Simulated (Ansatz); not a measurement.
A short molecular-dynamics run on C₃H₉GaO, SMILES `CC(C)[O][GaH2]`.

```yaml
crystal:
  periodic: [false, false, false]
  atoms:
    - {symbol: C, position_ang: [-0.929385, 0.829988, 0.873815]}
    - {symbol: C, position_ang: [0.179583, -0.200380, 0.755927]}
    - {symbol: C, position_ang: [-0.307751, -1.486696, 0.113077]}
    - {symbol: O, position_ang: [1.298732, 0.323638, 0.073969]}
    - {symbol: Ga, position_ang: [1.344723, 0.892610, -1.616814]}
    - {symbol: H, position_ang: [-0.548607, 1.746279, 1.329749]}
    - {symbol: H, position_ang: [-1.335459, 1.073878, -0.113314]}
    - {symbol: H, position_ang: [-1.750762, 0.455379, 1.489950]}
    - {symbol: H, position_ang: [0.534506, -0.437453, 1.768129]}
    - {symbol: H, position_ang: [0.511343, -2.204384, 0.032747]}
    - {symbol: H, position_ang: [-0.700269, -1.291217, -0.890188]}
    - {symbol: H, position_ang: [-1.107613, -1.942791, 0.701983]}
    - {symbol: H, position_ang: [0.052656, 0.837866, -2.497032]}
    - {symbol: H, position_ang: [2.758292, 1.403294, -2.021998]}
basis:
  gaussian: {orbitals: "6-31G*"}
hamiltonian: {xc: {name: revPBE}, dispersion: d3bjatm}
md: {timestep: 0.5 fs, n_steps: 50, ensemble: nve, temperature: 700, initial_velocities: maxwell_boltzmann, seed: 865}
```

```sh
$ ansatz run in.yaml --threads 4 --pin off --events-out ev --progress --plain --max-ram 11315MiB
```

```tsv
step	time (fs)	potential energy (eV)	kinetic (eV)	T (K)	conserved (eV)
0	0.0	-57670.7656	1.0858	700	-57669.6798
1	0.5	-57670.7485	1.0689	689	-57669.6796
2	1.0	-57670.6889	1.0101	651	-57669.6788
3	1.5	-57670.5992	0.9215	594	-57669.6777
4	2.0	-57670.4960	0.8193	528	-57669.6767
5	2.5	-57670.3946	0.7185	463	-57669.6761
6	3.0	-57670.3055	0.6298	406	-57669.6758
7	3.5	-57670.2340	0.5582	360	-57669.6757
8	4.0	-57670.1807	0.5048	325	-57669.6758
9	4.5	-57670.1439	0.4679	302	-57669.6760
10	5.0	-57670.1207	0.4444	287	-57669.6763
11	5.5	-57670.1067	0.4300	277	-57669.6766
12	6.0	-57670.0965	0.4195	270	-57669.6770
13	6.5	-57670.0847	0.4074	263	-57669.6773
14	7.0	-57670.0675	0.3903	252	-57669.6773
15	7.5	-57670.0463	0.3695	238	-57669.6768
16	8.0	-57670.0292	0.3532	228	-57669.6760
17	8.5	-57670.0295	0.3544	228	-57669.6751
18	9.0	-57670.0605	0.3856	249	-57669.6749
19	9.5	-57670.1262	0.4508	291	-57669.6755
20	10.0	-57670.2175	0.5407	349	-57669.6768
21	10.5	-57670.3139	0.6356	410	-57669.6782
22	11.0	-57670.3929	0.7137	460	-57669.6792
23	11.5	-57670.4388	0.7594	490	-57669.6794
24	12.0	-57670.4472	0.7682	495	-57669.6790
25	12.5	-57670.4237	0.7455	481	-57669.6782
26	13.0	-57670.3801	0.7028	453	-57669.6774
27	13.5	-57670.3293	0.6527	421	-57669.6767
28	14.0	-57670.2820	0.6057	391	-57669.6763
29	14.5	-57670.2447	0.5687	367	-57669.6761
30	15.0	-57670.2204	0.5443	351	-57669.6761
31	15.5	-57670.2091	0.5329	344	-57669.6762
32	16.0	-57670.2090	0.5326	343	-57669.6764
33	16.5	-57670.2166	0.5399	348	-57669.6767
34	17.0	-57670.2267	0.5495	354	-57669.6772
35	17.5	-57670.2326	0.5550	358	-57669.6776
36	18.0	-57670.2275	0.5496	354	-57669.6779
37	18.5	-57670.2075	0.5296	341	-57669.6779
38	19.0	-57670.1744	0.4971	320	-57669.6773
39	19.5	-57670.1376	0.4612	297	-57669.6764
40	20.0	-57670.1123	0.4368	282	-57669.6755
41	20.5	-57670.1127	0.4376	282	-57669.6751
42	21.0	-57670.1444	0.4688	302	-57669.6756
43	21.5	-57670.1996	0.5228	337	-57669.6768
44	22.0	-57670.2602	0.5821	375	-57669.6780
45	22.5	-57670.3060	0.6271	404	-57669.6789
46	23.0	-57670.3235	0.6445	416	-57669.6790
47	23.5	-57670.3096	0.6311	407	-57669.6785
48	24.0	-57670.2712	0.5936	383	-57669.6777
49	24.5	-57670.2207	0.5439	351	-57669.6768
50	25.0	-57670.1713	0.4951	319	-57669.6761
```

Velocities are drawn at the set temperature; a run this short doesn't reach equilibrium.

Frames (Å, forces in eV/Å):

```xyz
14
time=0.0 fs
C    -0.929    0.830    0.874   -0.150    0.133    0.026
C     0.180   -0.200    0.756   -0.275   -0.136    0.192
C    -0.308   -1.487    0.113   -0.067   -0.175   -0.076
O     1.299    0.324    0.074    0.815    0.100    0.359
Ga    1.345    0.893   -1.617   -0.070    0.164   -0.555
H    -0.549    1.746    1.330    0.122    0.328    0.151
H    -1.335    1.074   -0.113   -0.125    0.083   -0.315
H    -1.751    0.455    1.490   -0.292   -0.119    0.219
H     0.535   -0.437    1.768    0.136   -0.073    0.333
H     0.511   -2.204    0.033    0.279   -0.256   -0.041
H    -0.700   -1.291   -0.890   -0.120    0.060   -0.323
H    -1.108   -1.943    0.702   -0.278   -0.172    0.202
H     0.053    0.838   -2.497   -0.193   -0.006   -0.140
H     2.758    1.403   -2.022    0.218    0.069   -0.033
14
time=2.0 fs
C    -0.929    0.820    0.876    0.769    2.194   -0.543
C     0.170   -0.198    0.750   -0.278   -0.488   -0.683
C    -0.294   -1.498    0.112   -1.763   -0.287    0.765
O     1.297    0.320    0.080    0.820    0.411   -0.208
Ga    1.343    0.896   -1.615   -0.575   -0.130   -0.683
H    -0.390    1.755    1.307   -1.313   -1.047   -0.343
H    -1.330    1.089   -0.127    0.237    0.056    0.056
H    -1.803    0.496    1.428   -0.233   -0.124    0.805
H     0.560   -0.358    1.721    0.340   -0.680    1.730
H     0.531   -2.210   -0.008   -0.029   -0.188    0.004
H    -0.758   -1.244   -0.859    0.179   -0.246   -0.128
H    -1.156   -1.933    0.756    1.256    0.234   -0.811
H     0.049    0.786   -2.548    0.150    0.082    0.147
H     2.763    1.335   -2.019    0.437    0.212   -0.108
14
time=4.0 fs
C    -0.927    0.817    0.876    0.465    2.645   -0.814
C     0.160   -0.197    0.742    0.602   -1.083    0.503
C    -0.285   -1.510    0.114   -2.150    0.007    0.639
O     1.298    0.318    0.086    0.716    0.597   -0.605
Ga    1.342    0.898   -1.614   -0.692   -0.330   -0.854
H    -0.280    1.728    1.274   -2.053   -1.107   -0.250
H    -1.317    1.107   -0.139    0.409   -0.009    0.263
H    -1.861    0.533    1.395    0.565    0.079    0.692
H     0.596   -0.304    1.732   -0.258   -0.825    0.912
H     0.550   -2.222   -0.049   -0.445    0.086    0.090
H    -0.808   -1.206   -0.833    0.528   -0.562    0.130
H    -1.160   -1.917    0.781    1.555    0.067   -0.969
H     0.051    0.737   -2.594    0.381    0.180    0.366
H     2.784    1.274   -2.019    0.378    0.255   -0.103
14
time=6.0 fs
C    -0.923    0.822    0.873   -0.386    1.790   -0.964
C     0.151   -0.200    0.736    1.592   -1.448    1.969
C    -0.282   -1.522    0.118   -1.306    0.648   -0.043
O     1.300    0.317    0.091    0.500    0.628   -0.690
Ga    1.340    0.901   -1.613   -0.391   -0.445   -0.986
H    -0.246    1.661    1.232   -1.730   -0.020    0.303
H    -1.289    1.124   -0.142    0.286   -0.036    0.108
H    -1.898    0.572    1.388    1.238    0.176    0.410
H     0.621   -0.280    1.777   -0.960   -0.812   -0.507
H     0.553   -2.231   -0.087   -0.568    0.234    0.166
H    -0.839   -1.189   -0.803    0.607   -0.674    0.021
H    -1.108   -1.899    0.773    0.615   -0.534   -0.222
H     0.067    0.695   -2.627    0.431    0.256    0.457
H     2.819    1.222   -2.024    0.070    0.236   -0.023
14
time=8.0 fs
C    -0.921    0.832    0.867   -1.317   -0.169   -1.417
C     0.148   -0.207    0.736    1.835   -1.359    2.323
C    -0.284   -1.531    0.121    0.278    1.513   -0.995
O     1.304    0.318    0.094    0.261    0.532   -0.541
Ga    1.338    0.903   -1.613    0.131   -0.516   -0.981
H    -0.273    1.597    1.203   -0.197    1.972    1.208
H    -1.250    1.141   -0.142   -0.022   -0.010   -0.266
H    -1.890    0.618    1.397    1.094    0.043    0.309
H     0.612   -0.288    1.805   -1.056   -0.729   -1.030
H     0.535   -2.233   -0.118   -0.230    0.101    0.161
H    -0.848   -1.198   -0.773    0.310   -0.536   -0.407
H    -1.035   -1.903    0.758   -1.099   -1.350    1.155
H     0.099    0.663   -2.642    0.295    0.290    0.406
H     2.856    1.180   -2.029   -0.284    0.218    0.076
14
time=10.0 fs
C    -0.923    0.842    0.857   -0.482   -0.717   -1.510
C     0.150   -0.219    0.743    1.297   -0.767    1.601
C    -0.285   -1.536    0.121    0.056    1.352   -0.445
O     1.308    0.320    0.096    0.086    0.329   -0.259
Ga    1.336    0.906   -1.614    0.674   -0.562   -0.787
H    -0.311    1.604    1.217    0.463    2.315    1.297
H    -1.212    1.156   -0.152   -0.306    0.012   -0.447
H    -1.843    0.664    1.419    0.099   -0.284    0.446
H     0.564   -0.323    1.796   -0.556   -0.592   -0.543
H     0.509   -2.230   -0.144    0.359   -0.172    0.089
H    -0.846   -1.226   -0.759   -0.165   -0.300   -0.772
H    -0.998   -1.954    0.782   -1.009   -1.116    0.968
H     0.142    0.642   -2.642   -0.003    0.272    0.215
H     2.882    1.146   -2.031   -0.514    0.230    0.147
14
time=12.0 fs
C    -0.925    0.851    0.843    1.703    1.068   -0.489
C     0.156   -0.233    0.755    0.269    0.188   -0.132
C    -0.287   -1.538    0.121   -1.349   -0.024    0.728
O     1.312    0.322    0.097   -0.028    0.027    0.121
Ga    1.334    0.907   -1.614    1.092   -0.587   -0.449
H    -0.337    1.690    1.277   -0.523    0.106    0.000
H    -1.186    1.172   -0.177   -0.435   -0.057   -0.144
H    -1.792    0.700    1.457   -0.765   -0.551    0.427
H     0.496   -0.381    1.770    0.317   -0.464    0.838
H     0.496   -2.234   -0.165    0.591   -0.154    0.125
H    -0.849   -1.266   -0.772   -0.341   -0.188   -0.534
H    -0.996   -2.045    0.838    0.399    0.155   -0.596
H     0.184    0.631   -2.634   -0.385    0.215   -0.062
H     2.890    1.121   -2.028   -0.546    0.268    0.167
14
time=14.0 fs
C    -0.923    0.863    0.826    1.843    1.915    0.960
C     0.163   -0.246    0.767   -0.395    1.023   -1.132
C    -0.292   -1.539    0.122   -1.667   -1.282    0.448
O     1.316    0.325    0.098   -0.121   -0.318    0.524
Ga    1.333    0.909   -1.615    1.214   -0.618   -0.128
H    -0.379    1.784    1.338   -0.791   -1.377   -1.024
H    -1.176    1.186   -0.206   -0.439   -0.182    0.338
H    -1.767    0.716    1.510   -0.467   -0.547   -0.346
H     0.439   -0.456    1.773    0.773   -0.203    1.336
H     0.504   -2.242   -0.182    0.280    0.268    0.302
H    -0.864   -1.314   -0.805   -0.105   -0.160    0.218
H    -0.981   -2.132    0.875    0.924    1.000   -1.351
H     0.212    0.628   -2.628   -0.678    0.158   -0.277
H     2.877    1.106   -2.018   -0.371    0.323    0.132
14
time=16.0 fs
C    -0.915    0.880    0.813    0.890    1.432    2.090
C     0.170   -0.256    0.776   -0.478    1.214   -0.281
C    -0.303   -1.544    0.124   -0.981   -1.704   -0.452
O     1.320    0.327    0.101   -0.190   -0.607    0.795
Ga    1.333    0.910   -1.617    0.897   -0.695    0.018
H    -0.451    1.829    1.362   -0.318   -1.553   -1.285
H    -1.182    1.193   -0.224   -0.392   -0.264    0.535
H    -1.758    0.711    1.549    0.082   -0.441   -1.192
H     0.409   -0.538    1.821    0.588    0.447   -0.070
H     0.522   -2.240   -0.187   -0.054    0.616    0.384
H    -0.883   -1.367   -0.829    0.132   -0.034    0.740
H    -0.934   -2.183    0.863    0.547    1.055   -1.063
H     0.215    0.632   -2.633   -0.697    0.150   -0.264
H     2.851    1.104   -2.004   -0.027    0.383    0.044
14
time=18.0 fs
C    -0.904    0.902    0.806   -0.104   -0.279    2.036
C     0.174   -0.263    0.783   -0.603    1.153    0.340
C    -0.316   -1.554    0.125    0.487   -0.717   -1.411
O     1.324    0.327    0.105   -0.208   -0.790    0.860
Ga    1.333    0.911   -1.618    0.265   -0.812   -0.003
H    -0.532    1.818    1.339    0.605   -0.400   -0.664
H    -1.203    1.190   -0.223   -0.314   -0.278    0.343
H    -1.748    0.689    1.544    0.122   -0.375   -1.341
H     0.402   -0.603    1.867    0.383    1.006   -1.217
H     0.540   -2.216   -0.178   -0.057    0.573    0.239
H    -0.897   -1.422   -0.827    0.094    0.195    0.614
H    -0.869   -2.196    0.813   -0.590    0.101    0.290
H     0.192    0.641   -2.646   -0.431    0.191   -0.023
H     2.823    1.116   -1.988    0.350    0.432   -0.064
14
time=20.0 fs
C    -0.894    0.923    0.806   -0.874   -2.924    0.654
C     0.177   -0.266    0.792   -0.856    1.237    0.003
C    -0.328   -1.566    0.122    1.778    0.823   -1.596
O     1.327    0.326    0.112   -0.151   -0.857    0.716
Ga    1.333    0.911   -1.619   -0.288   -0.897   -0.063
H    -0.591    1.795    1.294    1.567    1.799    0.687
H    -1.236    1.176   -0.209   -0.154   -0.241   -0.026
H    -1.735    0.652    1.490   -0.285   -0.331   -0.754
H     0.410   -0.631    1.871    0.318    1.134   -1.267
H     0.556   -2.170   -0.160    0.213    0.198   -0.048
H    -0.909   -1.469   -0.804   -0.220    0.426   -0.084
H    -0.825   -2.207    0.776   -1.518   -1.037    1.638
H     0.153    0.658   -2.661   -0.059    0.230    0.272
H     2.809    1.145   -1.975    0.530    0.440   -0.132
14
time=22.0 fs
C    -0.886    0.935    0.808   -0.566   -2.934    0.138
C     0.177   -0.264    0.800   -1.142    1.571   -1.240
C    -0.335   -1.576    0.114    1.278    0.472    0.276
O     1.330    0.322    0.120   -0.042   -0.809    0.390
Ga    1.333    0.911   -1.620   -0.444   -0.876   -0.065
H    -0.594    1.833    1.270    1.228    1.418    0.689
H    -1.275    1.153   -0.196    0.159   -0.145   -0.279
H    -1.733    0.603    1.409   -0.719   -0.198    0.155
H     0.431   -0.616    1.829    0.392    0.768   -0.226
H     0.580   -2.118   -0.144    0.359   -0.215   -0.278
H    -0.929   -1.500   -0.783   -0.441    0.530   -0.645
H    -0.834   -2.251    0.793   -0.671   -0.189    0.740
H     0.111    0.683   -2.665    0.244    0.233    0.465
H     2.813    1.190   -1.966    0.365    0.374   -0.120
14
time=24.0 fs
C    -0.880    0.938    0.810   -0.215   -0.990    0.619
C     0.173   -0.258    0.804   -1.348    1.898   -2.726
C    -0.338   -1.585    0.107    0.314   -0.344    1.558
O     1.332    0.317    0.129    0.060   -0.651   -0.078
Ga    1.333    0.910   -1.621   -0.225   -0.729    0.029
H    -0.552    1.919    1.270    0.040   -1.047   -0.282
H    -1.307    1.125   -0.192    0.570    0.007   -0.257
H    -1.756    0.548    1.332   -0.492    0.208    0.676
H     0.467   -0.574    1.780    0.524    0.125    1.279
H     0.616   -2.072   -0.138   -0.001   -0.380   -0.321
H    -0.965   -1.512   -0.784   -0.073    0.451   -0.292
H    -0.867   -2.300    0.837    0.481    1.021   -0.657
H     0.078    0.717   -2.652    0.394    0.195    0.505
H     2.831    1.250   -1.962   -0.029    0.234   -0.053
14
time=25.0 fs
C    -0.877    0.938    0.812   -0.443   -0.519    0.688
C     0.169   -0.252    0.804   -1.226    1.791   -2.805
C    -0.339   -1.590    0.105    0.065   -0.423    1.599
O     1.334    0.314    0.133    0.096   -0.534   -0.348
Ga    1.333    0.910   -1.622   -0.039   -0.621    0.116
H    -0.528    1.953    1.268   -0.393   -1.804   -0.522
H    -1.316    1.111   -0.194    0.744    0.090   -0.171
H    -1.776    0.522    1.302   -0.111    0.496    0.731
H     0.492   -0.549    1.770    0.419   -0.045    1.474
H     0.635   -2.055   -0.140   -0.308   -0.378   -0.291
H    -0.984   -1.511   -0.790    0.251    0.373    0.080
H    -0.880   -2.313    0.853    0.778    1.263   -1.001
H     0.067    0.737   -2.638    0.401    0.164    0.467
H     2.841    1.283   -1.960   -0.233    0.148   -0.017
```

Run time 2.8 min (4 threads of an Intel Xeon on a shared host); peak host memory 0.19 GiB.
